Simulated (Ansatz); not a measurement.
Consider the cleavage of the Al–Si bond: `[SiH3][AlH][GeH3]` + HCl → `[Cl][AlH][GeH3]` + SiH₄.

Calculated with Ansatz (gas phase, PBE0-D4/def2-TZVP geometries, no zero-point term in ΔE). CCSD(T)/CBS adds triple-zeta CCSD(T) − MP2 to the extrapolated MP2 energy (def2 sets, frozen cores). This one scheme is used for every species. Functionals use def2-TZVPP. HSE06 is defined as in plane-wave codes. For Ge outer-core shells are correlated without core-valence functions, which leaves a few kJ/mol of doubt a bond. Scalar relativity is left out up to krypton.

`[SiH3][AlH][GeH3]`:

Z-matrix (Å, degrees):
```
Si
Al 1 2.458
H 1 1.490 2 114.0
H 1 1.492 2 110.2 3 121.2
H 1 1.492 2 110.1 3 -121.1
Ge 2 2.481 1 118.6 3 -179.2
H 2 1.590 1 121.3 3 0.9
H 6 1.541 2 114.4 1 179.8
H 6 1.543 2 111.0 1 58.6
H 6 1.543 2 111.0 1 -59.0
```

HCl:

Cartesian coordinates in Å:
```
Cl -0.380 -0.340 0.386
H 0.380 0.340 -0.386
```

`[Cl][AlH][GeH3]`:

Cartesian coordinates in Å:
```
Cl 0.474 1.043 -2.701
Al 0.929 -0.131 -1.017
Ge -0.639 -0.004 0.884
H 2.243 -1.004 -1.101
H -0.739 1.436 1.420
H -2.056 -0.431 0.460
H -0.211 -0.908 2.055
```

SiH₄:

Cartesian coordinates in Å:
```
Si 0.000 0.000 0.000
H 0.383 0.579 -1.313
H -1.411 -0.459 -0.054
H 0.144 1.033 1.057
H 0.884 -1.152 0.310
```

Problem. Is it downhill or uphill in electronic energy at CCSD(T)/CBS, and by how much? (An estimate is asked.)

Solution. Ansatz gave: Downhill: ΔE = -39.3 kcal/mol.

Problem. What do these levels give: PBE-D4, revPBE-D4, BHLYP-D4, ωB97M-V, r2SCAN, PBE0, HSE06, CAM-B3LYP, RPA@PBE/def2-TZVPP, HF/def2-SVP, MP2/def2-SVP, MP2/def2-QZVPP? (Best estimate.)

Solution. Computed: PBE-D4 -35.0, revPBE-D4 -35.2, BHLYP-D4 -41.3, ωB97M-V -40.8, r2SCAN -39.2, PBE0 -36.8, HSE06 -36.8, CAM-B3LYP -40.9, RPA@PBE/def2-TZVPP -37.9, HF/def2-SVP -44.8, MP2/def2-SVP -42.3, MP2/def2-QZVPP -41.8 kcal/mol.

Largest T1 diagnostic among the species: 0.013.

From PBE to PBE0 (25 % exact exchange), in def2-TZVPP and without D4, ΔE moves by −1.4 kcal/mol. In def2-TZVPP, CCSD(T) changes the Hartree–Fock value by +5.5 kcal/mol (the triples alone add +0.5 kcal/mol) and MP2 by +2.8 kcal/mol.
